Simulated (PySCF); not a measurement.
## Property card for `C[C@@H]1COC[C@H](C)O1`

C6H12O2.
Numbering: `[CH3:1][C@@H:2]1[CH2:3][O:4][CH2:5][C@H:6]([CH3:7])[O:8]1` (hydrogens: H9, H10, H11 on C1; H12 on C2; H13, H14 on C3; H15, H16 on C5; H17 on C6; H18, H19, H20 on C7)

Cartesian coordinates in Å at the PBE0-D3(BJ)/def2-SVP level; atoms count from 1:
```
atom  x, y, z in Å
C1     2.4869    0.3596    0.3449
C2     1.1629    0.1883   -0.3602
C3     0.4560    1.5070   -0.6347
O4    -0.8045    1.2941   -1.2123
C5    -1.6079    0.4835   -0.3971
C6    -0.9345   -0.8505   -0.1115
C7    -1.7196   -1.7134    0.8470
O8     0.3409   -0.6238    0.4514
H9     2.3443    0.8734    1.3078
H10    2.9335   -0.6239    0.5479
H11    3.1886    0.9441   -0.2681
H12    1.3149   -0.3175   -1.3380
H13    1.0374    2.1243   -1.3360
H14    0.3570    2.0623    0.3221
H15   -2.5620    0.3335   -0.9248
H16   -1.8187    0.9896    0.5689
H17   -0.8105   -1.3765   -1.0824
H18   -1.1781   -2.6498    1.0412
H19   -2.7097   -1.9593    0.4356
H20   -1.8547   -1.1929    1.8074
```

Among its groups: ether.

**PBE0-D3(BJ)/def2-SVP geometry optimisation, gas phase (PySCF)**

| Property | Result |
| --- | --- |
| Point group | Cs |
| Rotational constants A, B, C | 3.054, 1.852, 1.244 GHz |

PBE0/def2-SVPD ground state and vertical TDDFT (core frozen in the response) (PySCF):

| Quantity | Value |
| --- | --- |
| Dipole moment | 0.30 D |
| HOMO energy | -6.90 eV |
| LUMO energy | 0.81 eV |
| HOMO–LUMO gap | 7.71 eV |
| Lowest singlet excitation | 6.65 eV (186 nm, f = 0.008) |
| Strongest line among the 6 lowest singlet transitions | S2 at 6.99 eV (177 nm, f = 0.065) |
| Static isotropic polarisability | 80.3 au |
| Electronic spatial extent ⟨r²⟩ about the centre of nuclear charge | 1024 bohr² |

Monoisotopic mass from the formula: 116.0837 u.

In atomic units the dipole is 0.12 e·bohr (1 au = 2.5417 D). No computed singlet falls in the visible range (750 to 380 nm, 1.65 to 3.26 eV); S1 lies 3.39 eV above its blue end. The polarisability is 11.90 Å³ as a volume (1 au = 0.148185 Å³), or 1.25 au for each of the 64 electrons. The principal polarisabilities are 71.3, 77.1 and 92.5 au; their mean is the isotropic value. With B = h/(8π²I), that is 505.379 GHz u Å² over I, the principal moments of inertia are 165.5, 272.9 and 406.3 u Å² (most abundant isotopes). The rotational constants make it an asymmetric top with κ = (2B − A − C)/(A − C) = -0.33, nearer the prolate limit (−1).

One conformer stands for the species.
